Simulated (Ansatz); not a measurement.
The same path of Cl + ClF3H2OW (9 atoms, charge 0, multiplicity 2) was run twice with different band settings.

Level of theory: UKS PBE/def2-SVP (Ansatz 0.2.0).

Relaxed end points:

```xyz
9
Properties=species:S:1:pos:R:3
W 0.020 -0.068 0.243
Cl 0.524 0.932 2.338
F 1.662 -0.230 -0.637
H 0.341 1.602 0.055
O -1.794 -0.054 0.641
H -2.664 -0.146 0.208
F 0.564 -1.615 1.167
F -0.604 -0.017 -1.536
Cl -0.417 -0.659 4.236
```

```xyz
9
Properties=species:S:1:pos:R:3
W 0.037 -0.256 -0.028
Cl 0.801 -0.033 2.403
F 1.703 0.410 -0.598
H -0.017 1.340 0.542
O -1.607 -0.343 0.729
H -1.894 0.000 1.699
F 0.807 -1.917 0.388
F -0.607 -0.111 -1.764
Cl -1.591 0.654 3.343
```

Common settings: movable images 9; climbing image yes; spring 5.0 eV/Å²; optimiser quadratic models (default); force threshold 0.05 eV/Å; end points relaxed.

| run | start path | iteration limit |
| --- | --- | --- |
| 1 | through a guess of the saddle point | 56 |
| 2 | straight line | 52 |

(1) What does each run give, and how far can it be trusted?

## Answers

(1) Run 1: converged after 30 iterations, highest image 0.004 eV above the first end. The top lies less than 8 meV above the higher end, about what the thresholds resolve: that end is a shoulder or a very shallow well. A vibrational analysis at the climbing image gives one clearly imaginary mode, 94i cm⁻¹: a first-order saddle point.
Run 2: converged after 14 iterations, highest image 0.004 eV above the first end. The top lies less than 8 meV above the higher end, about what the thresholds resolve: that end is a shoulder or a very shallow well. Another band between the same ends (9 images) ends at a top of the same energy, where a vibrational analysis finds 1 clearly imaginary mode.
